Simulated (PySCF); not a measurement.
Computed magnetic data of one metal complex (SC-NEVPT2 in the d shell, PySCF, with spin-orbit coupling):

| T / K | χT / cm³ K mol⁻¹ | μeff / μB |
| --- | --- | --- |
| 2 | 0.338 | 1.64 |
| 5 | 0.338 | 1.65 |
| 10 | 0.339 | 1.65 |
| 20 | 0.342 | 1.65 |
| 30 | 0.344 | 1.66 |
| 50 | 0.349 | 1.67 |
| 75 | 0.354 | 1.68 |
| 100 | 0.360 | 1.70 |
| 150 | 0.372 | 1.72 |
| 200 | 0.383 | 1.75 |
| 250 | 0.395 | 1.78 |
| 300 | 0.406 | 1.80 |

Powder magnetisation at 2 K: 0.15 μB at 0.5 T, 0.29 μB at 1 T, 0.53 μB at 2 T, 0.70 μB at 3 T, 0.87 μB at 5 T, 0.93 μB at 7 T.

Problem. Which of these complexes, all computed at model or optimised geometries, gave the data?
A. TiBr3 (d1, trigonal planar)
B. VBr4 (d1, tetrahedral)
C. [Cu(NH3)3]2+ (d9, trigonal planar)
D. [TiF6]3- (d1, octahedral)

Solution. A. TiBr3 (d1, trigonal planar) has NEVPT2: 2S+1 = 2, 1.80 μB at 300 K, 1.65 μB at 10 K, 0.93 μB at 7 T. The others: VBr4 (d1, tetrahedral) has NEVPT2: 2S+1 = 2, 1.75 μB at 300 K, 1.70 μB at 10 K, 0.96 μB at 7 T; [Cu(NH3)3]2+ (d9, trigonal planar) has NEVPT2: 2S+1 = 2, 2.95 μB at 300 K, 2.82 μB at 10 K, 1.39 μB at 7 T; [TiF6]3- (d1, octahedral) has NEVPT2: 2S+1 = 2, 1.89 μB at 300 K, 0.44 μB at 10 K, 0.03 μB at 7 T.

The d shell alone is too small an active space for VBr4 (charge transfer from the heavy halide to so highly charged an ion is left out): its levels, fitted parameters, g values and moments show what this model gives and aren't sound predictions.
